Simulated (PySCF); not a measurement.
Precursor series Hf F-H. Gas-phase values, no solvent. In the def2 sets, heavy atoms carry core potentials. All members: neutral, multiplicity 1. Level: B3LYP-D3(BJ)/def2-TZVP // PBE-D3(BJ)/def2-SVP (PySCF), beside PBE-D3(BJ)/def2-TZVP // PBE-D3(BJ)/def2-SVP (PySCF) at the same geometries. B3LYP has the VWN-RPA correlation part, as in Gaussian. 

```tsv
species	HOMO–LUMO gap, PBE (eV)	HOMO–LUMO gap, B3LYP-D3(BJ) (eV)
[Hf(H)4]	4.04	5.91
[Hf(F)(H)3]	4.27	6.10
[Hf(F)2(H)2]	4.37	6.19
[Hf(F)3(H)]	5.57	7.41
[Hf(F)4]	8.37	withheld
```

### Question
Fit y = a + b·x, y being the HOMO–LUMO gap at the first level, to the 4 complete rows by least squares, with x = the PBE value in eV. Give a, b and the rms residual, and predict the withheld value.

### Answer
Means of the 4 rows: x̄ = 4.5625, ȳ = 6.4025 eV. Σ(x − x̄)² = 1.4107 and Σ(x − x̄)(y − ȳ) = 1.4018, so b = 0.994 and a = ȳ − b·x̄ = 1.867 eV. The rms residual is 0.018 eV. At x = 8.37 the line gives 10.19 eV, outside the range of the fitted rows. The run for [Hf(F)4] gave 10.50 eV, so the line is off by 0.31 eV, more than twice the rms residual.

Codes: PySCF.
